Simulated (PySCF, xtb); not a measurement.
Be(F)(SMe) (CH3BeFS), SMILES C[S][Be][F].

GFN2-xTB in xtb at its own geometry gives an orbital gap of 3.93 eV and a dipole moment of 2.37 D.

The structure is a stationary point at B3LYP-D3(BJ)/def2-SVP. The values are those of a single conformer.

**Question.** What does CAM-B3LYP/def2-TZVPD in PySCF give? (The exact figures need the calculation; the answer reports its results.)

**Answer.** gap 8.59 eV (levels -8.58 and 0.00 eV), dipole 1.83 D.
